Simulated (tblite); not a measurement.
C7H11O (doublet state).
Structure used (GFN2-xTB), in Å, numbered top down from 1:
```
atom  x, y, z in Å
C1    -0.5720   -0.2557   -1.9243
C2    -1.0150   -0.1853   -0.5256
O3    -2.3723   -0.5412   -0.3659
C4    -0.7212    1.2247    0.0853
C5     0.7427    1.1777    0.5079
C6     1.0231   -0.2744    0.7984
C7     2.1439   -0.7480    1.3134
C8    -0.1613   -1.0975    0.3944
H9    -1.2591   -0.4991   -2.7109
H10    0.4601   -0.0972   -2.1636
H11   -2.8887   -0.1204   -1.0612
H12   -1.3718    1.3380    0.9534
H13   -0.9342    2.0264   -0.6215
H14    0.9411    1.8087    1.3752
H15    1.3901    1.5208   -0.3023
H16    2.2896   -1.8010    1.4822
H17    2.9573   -0.0995    1.5918
H18   -0.7787   -1.3391    1.2626
H19    0.1167   -2.0288   -0.0968
```

Computed with GFN2-xTB (tblite): harmonic, unscaled wavenumbers at the GFN2-xTB geometry, gas phase. Errors from tens to a few hundred cm⁻¹ against measured bands are possible. One conformer, not necessarily the lowest. Open shells enter through the occupations alone, without spin polarisation, and single modes of such species can be off by tens of per cent.

Harmonic wavenumbers (cm⁻¹): 54.4, 104.7, 150.1, 235.6, 267.3, 317.3, 340.1, 412.9, 416.8, 433.4, 488.5, 550.1, 579.0, 678.0, 794.4, 837.6, 887.6, 891.4, 899.8, 936.8, 949.4, 990.1, 1018.2, 1049.4, 1068.7, 1100.6, 1120.6, 1180.5, 1202.3, 1244.3, 1260.2, 1283.4, 1296.0, 1304.9, 1390.1, 1414.3, 1448.0, 1463.7, 1481.6, 1735.2, 2958.8, 2965.5, 2988.1, 2991.3, 2999.5, 3006.5, 3105.6, 3129.9, 3137.5, 3187.3, 3556.6.

A = 3736, B = 1577, C = 1441 MHz; mass 111.081 u (most abundant isotopes); point group C1, symmetry number 1; spin multiplicity 2.

Zero-point energy?

½Σν̃ = 34652 cm⁻¹ = 99.07 kcal/mol.

Entropy at 200 K, 1 bar (ideal gas, RRHO, classical rotation)?

Translation 38.07, rotation 26.84, vibration 14.08, spin (R ln 2) 1.38: S = 80.4 cal/(mol K).

And Cp and H(200 K) − H(0)?

Cp = 25.96 cal/(mol K), of which vibrations give 18.01 (their classical limit is 51 R = 101.3); H(200 K) − H(0) = 3.22 kcal/mol without the zero-point energy, 1.63 from vibrations.

How do the functions run with temperature in this model?

| T (K) | S (cal/(mol K)) | Cp (cal/(mol K)) | H − H(0) (kcal/mol) | G − H(0) (kcal/mol) | ln q(vib) |
| --- | --- | --- | --- | --- | --- |
| 50 | 57.1 | 11.3 | 0.46 | -2.40 | 0.30 |
| 100 | 66.3 | 15.8 | 1.14 | -5.50 | 1.07 |
| 298.15 | 92.7 | 36.5 | 6.28 | -21.35 | 5.08 |
| 373.15 | 101.7 | 44.3 | 9.32 | -28.64 | 6.77 |
| 500 | 116.3 | 55.7 | 15.69 | -42.48 | 9.73 |
| 750 | 142.1 | 71.2 | 31.71 | -74.88 | 15.59 |
| 1000 | 164.1 | 81.2 | 50.84 | -113.22 | 21.18 |

q(vib) and H(0) count from the zero-point level.

Blend soft modes into free rotors: weight 1/[1 + (100 cm⁻¹/ν̃)⁴] for the oscillator and the rest for a rotor with moment μB/(μ + B), μ = h/(8π²ν), B = 10⁻⁴⁴ kg m². What vibrational entropy results?

13.32 cal/(mol K) in place of 14.08, which changes −T·S at 200 K by +0.15 kcal/mol.

What must be added to the electronic energy to get the Gibbs energy at 200 K and 1 bar?

ZPE + [H(200 K) − H(0)] − T·S = 99.07 + 3.22 − 16.07 = 86.22 kcal/mol.

Hindered rotation and anharmonicity are outside this model. Other conformers, if any are populated, would add a mixing term that is left out. The structure is chiral; the term R ln 2 for an equal mix with its mirror image is left out.

Hardware: one thread, Arm Neoverse N1 (aarch64), shared host with 64 logical CPUs at a one-minute load of 42. Cost: 0.97 s wall. This covers the Hessian and the dipole derivatives.
